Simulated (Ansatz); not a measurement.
Start from `[Br][Zn][Br]` and change one atom or group to get `[NH2][Zn][Br]`.

Ansatz, PBE0-D4/def2-TZVP geometries, multiplicity 1. Each molecule was computed in one conformer, which needn't be the lowest.

Scalar relativity is left out up to krypton.

```
                                        property  `[Br][Zn][Br]`
              HOMO energy (PBE0/def2-TZVPP) / eV           -8.58
             HOMO–LUMO gap (PBE/def2-TZVPP) / eV            4.64
              LUMO energy (PBE0/def2-TZVPP) / eV           -1.78
         HOMO–LUMO gap (ωB97M-V/def2-TZVPP) / eV           10.78
               HOMO energy (PBE/def2-TZVPP) / eV           -7.31
size of the dipole moment (B3LYP/def2-TZVPP) / D            0.01
```

(1) Give the same properties after the change, and the shifts. (Best estimate.)

## Answers

(1) Computed: 
```
                                        property  `[NH2][Zn][Br]`  shift
              HOMO energy (PBE0/def2-TZVPP) / eV            -7.35   1.23
             HOMO–LUMO gap (PBE/def2-TZVPP) / eV             4.16  -0.48
              LUMO energy (PBE0/def2-TZVPP) / eV            -0.98   0.80
         HOMO–LUMO gap (ωB97M-V/def2-TZVPP) / eV            10.31  -0.47
               HOMO energy (PBE/def2-TZVPP) / eV            -6.01   1.30
size of the dipole moment (B3LYP/def2-TZVPP) / D             2.16   2.15
```

With PBE0 the HOMO rises by 1.23 eV and the LUMO rises by 0.80 eV, so the gap narrows by about 0.43 eV. PBE moves the HOMO by 1.30 eV and ωB97M-V by 1.07 eV. The zero-point energy changes by 62.4 kJ/mol with +5 modes.

B3LYP here is the variant with VWN-RPA as its local correlation; programs differ in this.

Spin–orbit coupling is left out; it splits and shifts lone-pair levels of the heavy atoms by tenths of an eV.
